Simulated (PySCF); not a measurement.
## Ionisation energy of He⁺ by level of theory

He⁺ 1s1 (2S) → He²⁺ (bare nucleus), as a difference of total energies. Computed with PySCF 2.14 in def2-QZVPPD, with the non-relativistic Hamiltonian (point nucleus). The calculations carry no spin-orbit coupling.

| method | ionisation energy (eV) | difference from reference (eV) |
| --- | --- | --- |
| UHF | 54.418 | 0.000 |
| LDA | 52.833 | -1.585 |
| PBE | 54.250 | -0.168 |
| PBE0 | 54.330 | -0.088 |
| r2SCAN | 54.423 | +0.005 |
| M06 | 54.411 | -0.007 |
| PW91 | 54.332 | -0.086 |
| PBEsol | 53.592 | -0.826 |
| TPSSh | 54.423 | +0.005 |

Reference: 54.418 eV (theoretical estimate listed by NIST; NIST Atomic Spectra Database, ionization energies).
